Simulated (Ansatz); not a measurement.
ClFH5NO2Si2, SMILES `O[Si](O)(F)N[SiH2]Cl`, relaxed with RKS PBE0-D4/def2-TZVP in Ansatz 0.2.0 from a GFN2-xTB geometry. The force threshold is 0.005 eV/Å; the program also tests the step.

Charge 0, multiplicity 1.

Start:

```xyz
12

O     1.238   -1.899   -1.100
Si    0.203   -1.111   -0.158
O     0.499   -1.390    1.399
F    -1.295   -1.630   -0.459
N     0.301    0.549   -0.612
Si   -0.647    1.851   -0.007
Cl   -0.774    1.592    1.983
H     1.518   -2.774   -0.848
H     0.087   -0.846    2.069
H     0.790    0.715   -1.474
H     0.098    3.073   -0.288
H    -2.020    1.869   -0.505
```

(1) How much energy does the relaxation release, and in how many steps? (Best estimate.)

(2) Which bonds change most? (Estimate.)

(3) Give the relaxed structure. (An estimate is asked.)

## Answers

(1) Ansatz gave: 15.90 kJ/mol, in 23 steps, 2 of them rejected.

(2) Computed: Si6–Cl7 from 2.011 to 2.068 Å; Si2–F4 from 1.614 to 1.591 Å; Si6–H11 from 1.458 to 1.479 Å; Si2–N5 from 1.724 to 1.705 Å.

(3) Computed: 
```xyz
12

O     0.927   -1.912   -1.328
Si    0.202   -1.087   -0.138
O     0.812   -1.660    1.259
F    -1.375   -1.298   -0.128
N     0.400    0.584   -0.409
Si   -0.733    1.842   -0.141
Cl   -1.094    2.121    1.876
H     1.231   -2.798   -1.125
H     0.466   -1.304    2.080
H     1.354    0.889   -0.547
H    -0.153    3.102   -0.653
H    -2.038    1.521   -0.747
```
